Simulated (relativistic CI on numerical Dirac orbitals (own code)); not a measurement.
Computed by Dirac-Coulomb-Breit CI, separate exchange-only KLI orbitals for each configuration, QED by a radiative potential, unscaled Slater integrals (own radial code, finite nucleus).

The strongest absorption lines from the ground level of an ion, among the configurations computed and to levels below about 834 eV (vacuum wavelength in Å, gf): 15.115 (0.11), 16.953 (0.62), 17.115 (0.32), 18.737 (0.29), 20.702 (2.6), 21.043 (0.35), 23.532 (0.13), 23.837 (0.12).

Q: Which ion is it?
A. Sc¹¹⁺
B. V¹⁵⁺
C. V¹¹⁺
D. V¹³⁺

A: D. V¹³⁺ has 10 electrons and the ground level 2s²2p⁶ ¹S0; the strongest line goes to 2s²2p⁵3d ¹P°1. The pattern of lines fixes the number of electrons, and along that sequence the line energies rise steadily with the charge (about as its square where n changes within one kind of shell, about linearly where n is kept but much faster in heavy ions where fine structure, which grows about as Z⁴, sets the gap, and irregularly where shells cross), which fixes Z. Configurations outside the model, such as inner-shell arrays, can give stronger lines. At this charge energies of transitions that change n are usually good to better than 1 %, and those within a shell (Δn = 0) to a few per cent.

LS names give the leading component of a level, which can be under half, so a name can repeat, a term be missing and a line seem to break the LS rules.
